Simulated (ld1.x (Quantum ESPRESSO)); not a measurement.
**Pseudopotential generation for S: PAW, Wu–Cohen, scalar-relativistic.**

S, PAW, made with ld1.x (Quantum ESPRESSO) 7.5 (Wu–Cohen, scalar-relativistic). Core [Ne], reference 3s2 3p4. Waves: 3s (bound): rcut 1.30, rcutus 1.40 bohr; 3s channel at 1.25 Ry: rcut 1.30, rcutus 1.40 bohr; 3p (bound): rcut 1.10, rcutus 1.15 bohr; 3p channel at 2.4 Ry: rcut 1.10, rcutus 1.15 bohr. Local part: all-electron potential smoothed inside 1.25 bohr (lloc = -1). Core correction: Bessel-smoothed model core inside 0.95 bohr. Augmentation charge: PSQ, inside the norm-conserving radii.

(1) Estimate the cutoffs (Ry, on a coarse ladder) from which the occupation-weighted sum of valence levels, in a spherical-Bessel basis at the reference potential, stays within 10 and 1 mRy of its value at 400 Ry.

(2) What does a ghost test show?

(3) Is the overlap operator S = 1 + Σ q|β⟩⟨β| positive definite (Bessel basis up to 400 Ry)?

Answers

(1) 30 Ry and 50 Ry.

(2) No extra level below or beside the all-electron valence levels (s, p, d, f tested).

(3) Yes: its lowest eigenvalue is 0.45 (s channel).

Its largest configuration-test error is +4.6 meV (3s2 3p3). Test run stopped at test 2 of 7 (negative rho).
